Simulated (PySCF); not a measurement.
PySCF run on IBr

Input:

```python
from pyscf import gto, dft

mol = gto.M(
    atom='I 0 0 0; Br 0 0 2.304',
    basis='def2-svp',
    ecp={'I': 'def2-svp'},
    charge=0,
    spin=0,
    verbose=4,
)
mf = dft.RKS(mol, xc='blyp')
mf.kernel()
mf.mulliken_pop()
mf.dip_moment()
print('orbital energies (hartree):', mf.mo_energy[..., max(0, mol.nelec[1]-3):mol.nelec[0]+3].round(4))
```

```bash
$ OMP_NUM_THREADS=1 python input.py
```

It prints (some set-up lines removed):

```
PySCF version 2.14.0

[INPUT] Symbol           X                Y                Z      unit          X                Y                Z       unit  Magmom
[INPUT]  1 I      0.000000000000   0.000000000000   0.000000000000 AA    0.000000000000   0.000000000000   0.000000000000 Bohr   0.0
[INPUT]  2 Br     0.000000000000   0.000000000000   2.304000000000 AA    0.000000000000   0.000000000000   4.353928990998 Bohr   0.0

nuclear repulsion = 200.967907792969
number of shells = 22
number of NR pGTOs = 135
number of NR cGTOs = 58
basis = def2-svp
ecp = {'I': 'def2-svp'}

******** <class 'pyscf.dft.rks.RKS'> ********
method = RKS
initial guess = minao
damping factor = 0
level_shift factor = 0
DIIS = <class 'pyscf.scf.diis.CDIIS'>
SCF conv_tol = 1e-09
SCF max_cycles = 50
XC functionals = blyp

grids dens level: 3
Initial guess from minao.
tot grids = 42384
init E= -2839.82888962879
  HOMO = -0.693649508931916  LUMO = -0.676967537589057  gap/eV = 0.45394
cycle= 1 E= -2868.83626870981  delta_E=  -29  |g|= 3.61  |ddm|= 8.81

WARN: HOMO 0.142659977331997 == LUMO 0.14265997733202

cycle= 2 E= -2863.824218906  delta_E= 5.01  |g|= 4.75  |ddm|= 16.6
  HOMO = -0.0984228678733272  LUMO = -0.0299933160810042  gap/eV = 1.86206
cycle= 3 E= -2871.09417937224  delta_E= -7.27  |g|= 1.08  |ddm|= 15.4
  HOMO = -0.221218387451101  LUMO = -0.140544144598351  gap/eV = 2.19526
cycle= 4 E= -2871.23612875983  delta_E= -0.142  |g|= 0.942  |ddm|= 2.77
  HOMO = -0.208480060734792  LUMO = -0.114353324397953  gap/eV = 2.56132
cycle= 5 E= -2871.48909051229  delta_E= -0.253  |g|= 0.167  |ddm|= 1.24
  HOMO = -0.218144671062878  LUMO = -0.122838923849088  gap/eV = 2.59340
cycle= 6 E= -2871.4977697973  delta_E= -0.00868  |g|= 0.0682  |ddm|= 0.269
  HOMO = -0.215450220461588  LUMO = -0.119513976771515  gap/eV = 2.61056
cycle= 7 E= -2871.49909160316  delta_E= -0.00132  |g|= 0.00929  |ddm|= 0.0836
  HOMO = -0.215478777588591  LUMO = -0.119650740863761  gap/eV = 2.60761
cycle= 8 E= -2871.49912179863  delta_E= -3.02e-05  |g|= 0.00187  |ddm|= 0.0162
  HOMO = -0.215514303352762  LUMO = -0.119680219807925  gap/eV = 2.60778
cycle= 9 E= -2871.49912307253  delta_E= -1.27e-06  |g|= 0.000338  |ddm|= 0.00254
  HOMO = -0.215514901524786  LUMO = -0.119674727180346  gap/eV = 2.60794
cycle= 10 E= -2871.49912310944  delta_E= -3.69e-08  |g|= 9.56e-05  |ddm|= 0.000464
  HOMO = -0.21551257043126  LUMO = -0.119671622251019  gap/eV = 2.60797
cycle= 11 E= -2871.49912311339  delta_E= -3.95e-09  |g|= 1.28e-05  |ddm|= 0.000148
  HOMO = -0.215512614047907  LUMO = -0.119671450674723  gap/eV = 2.60797
cycle= 12 E= -2871.49912311344  delta_E= -5.5e-11  |g|= 3.65e-07  |ddm|= 1.97e-05
  HOMO = -0.215512554058954  LUMO = -0.119671390845944  gap/eV = 2.60797
Extra cycle  E= -2871.49912311345  delta_E= -6.37e-12  |g|= 4.71e-07  |ddm|= 1.24e-06
converged SCF energy = -2871.49912311345
 ** Mulliken pop  **
pop of  0 I 4s            1.82920
pop of  0 I 5s            0.22338
pop of  0 I 6s            1.40822
pop of  0 I 7s            0.50295
pop of  0 I 4px           0.96996
pop of  0 I 4py           0.96996
pop of  0 I 4pz           1.00039
pop of  0 I 5px           1.05044
pop of  0 I 5py           1.05044
pop of  0 I 5pz           1.01004
pop of  0 I 6px           1.00806
pop of  0 I 6py           1.00806
[46 lines left out]
 ** Mulliken atomic charges  **
charge of    0I =      0.11322
charge of    1Br =     -0.11322
Dipole moment(X, Y, Z, Debye):  0.00000, -0.00000, -0.53716
orbital energies (hartree): [-0.3067 -0.2155 -0.2155 -0.1197  0.1906  0.2618]
```

In short: E(SCF) = -2871.499123 Eh, 12 cycles, μz(SCF) = -0.54 D.

It ran on AMD EPYC 7R13 (1 thread, shared host) in 2.3 s, peak memory 0.22 GiB.

Stability towards an unrestricted solution was not tested. The bond length is a typed value, not an optimised one.
